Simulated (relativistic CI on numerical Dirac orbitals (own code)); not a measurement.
# Hf⁴⁺: L2,3 absorption edge

Computed with this model: Dirac-Coulomb-Breit CI, KLI orbitals optimised for each configuration, model QED (radiative potential, 1s self-energy scaled to tabulated hydrogen-like ionisation energies), valence Slater integrals scaled by 0.8, multiplet model of core-to-valence dipole absorption; configurations [Xe] 4f14 → [He] 2s2 2p5 3s2 3p6 3d10 4s2 4p6 4d10 4f14 5s2 5p6 5d; 10 K; Lorentzian 7.5 eV and Gaussian 1 eV FWHM. Energies are those of the free ion, without screening or charge transfer. The branching ratio is the share of the lower-energy edge in the whole absorption, uncertain by about 0.02 where the edges overlap. S is read from ⟨S²⟩ = S(S + 1).

Field parameters in Wybourne normalisation: D3d B²₀ = −7Dσ, B⁴₀ = −14Dq − 21Dτ, B⁴₃ = −14√(10/7) Dq. The field is a parameter set, without covalency.

free ion: ground-state S = 0.00, centroid 9909.76 eV, branching ratio 0.706. Peaks (eV, height): 9563.0 (100), 10741.5 (42).

D3d, 10Dq = 41050, Dσ = -570, Dτ = 460 cm⁻¹: ground-state S = 0.00, centroid 9909.76 eV, branching ratio 0.706. Peaks (eV, height): 9561.5 (100), 10740.0 (45).

The statistical ratio of this edge is 2/3 = 0.667. Values above it arise where the holes sit mainly in the j = l + 1/2 valence subshell or the ground state has high spin; values below it where core-valence Coulomb terms move weight to the upper edge, as in nearly empty shells. At deep edges of heavy elements the radial integrals of the two core levels differ, which raises the baseline.

Strongest unbroadened transitions for D3d, 10Dq = 41050, Dσ = -570, Dτ = 460 cm⁻¹:

```tsv
Energy (eV)	Relative strength
9559.97	2.1
9559.99	17.3
9560.06	17.7
9560.07	16.8
9560.59	35.7
9560.63	95.7
9565.44	1.8
9565.45	2.3
9565.49	0.9
9565.57	0.9
9565.68	100.0
9565.71	53.6
10739.32	2.1
10739.44	29.2
10739.52	60.9
10739.87	0.9
10744.95	18.0
10744.98	31.6
```
